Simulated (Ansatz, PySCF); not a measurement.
CH₆ClFOSi₂, SMILES Cl[Si@H](F)[C@H](O)[SiH3].

Coordinates come from a B3LYP-D3(BJ)/def2-SVP optimisation. The structure was generated by enumeration; whether it is a known compound was not checked. Other conformers were not sampled.

Vertical ionisation energy (IE) and electron affinity (EA) in eV. Rows of orbital energies are one-electron estimates. Where ΔSCF, EOM or ADC give a negative EA the extra electron is unbound and the value depends on the basis.

```csv
level,IE,EA
"−ε(HOMO), −ε(LUMO), M06-2X/def2-TZVP (PySCF)",9.10,-0.59
"−ε(HOMO), −ε(LUMO), PBE/def2-TZVP (PySCF)",6.27,1.11
"ΔSCF, ωB97X-V/def2-SVPD (Ansatz), final states of multiplicity 2 and 2",10.02,-1.48
"ΔSCF, PBE/def2-SVPD (Ansatz), final states of multiplicity 2 and 2",9.52,-0.80
```

Problem. What vertical singlet–triplet gap does ΔSCF give with ωB97X-V/def2-SVPD (Ansatz, a program for electronic structure) and with PBE/def2-SVPD (Ansatz)? (The exact figures need the calculation; the answer reports its results.)

Solution. 6.19 and 5.27 eV (triplet above singlet where positive).
